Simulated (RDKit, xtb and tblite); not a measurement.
Internal rotation in SMILES NC[SiH2]c1ccccc1 (C₇H₁₁NSi), singlet. Scanned: dihedral H10–N1–C2–Si3 and dihedral N1–C2–Si3–C4; all other coordinates were relaxed at GFN2-xTB. Heavy atoms are numbered in the order of the SMILES NC[SiH2]c1ccccc1, hydrogens after them in the order of the atoms that carry them; the mirror image has the same energies with the sign of each dihedral reversed.

GFN2-xTB (xtb and tblite); MMFF94 // GFN2-xTB (RDKit); UFF // GFN2-xTB (RDKit).

Energies in kcal/mol at chosen points (x: dihedral H10–N1–C2–Si3 (°); y: dihedral N1–C2–Si3–C4 (°)), relative to x = 180, y = 60:

```csv
method,"(-150, 120)","(180, -120)","(60, 120)","(0, -150)","(-30, -120)","(120, 90)","(120, -60)"
GFN2-xTB,2.8,1.2,1.2,3.0,2.1,2.9,2.2
MMFF94,3.9,2.2,2.2,5.1,4.3,3.9,3.8
UFF,3.6,1.8,1.9,4.7,4.6,2.7,2.2
```

MMFF94 has few fitted parameters for silicon.
